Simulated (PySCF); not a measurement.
# Electron correlation in Se⁺ (selenium, charge +1)

[Ar] 3d10 4s2 4p3, high-spin 4S determinant. All numbers are calculated (PySCF 2.14, the spin-free X2C one-electron Hamiltonian (Gaussian nucleus), in cc-pVDZ-DK). Frozen: [Ar] 3d10; 5 electrons correlated.

MP2 pair energies summed by pair of shells (mhartree):

```
 pair  energy  share (%)
4s-4p  -36.71       65.3
4p-4p  -13.12       23.3
4s-4s   -6.38       11.3
```

Total MP2 correlation energy: -56.21 mhartree.

Same-spin part -15.07 and opposite-spin part -41.14 mhartree; SCS-MP2 scales them by 1/3 and 6/5 to -54.39 mhartree.

| level | correlation energy (mhartree) |
| --- | --- |
| CCSD | -70.88 |
| (T) | -0.62 |
| CCSD(T) | -71.50 |

Diagnostics: T1 = 0.0012, D1 = 0.0033, largest double amplitude 0.057.

**Question.** Is a single reference adequate?

**Answer.** Yes, within this model without spin-orbit coupling: T1 lies below 0.03 and no double amplitude reaches 0.07.
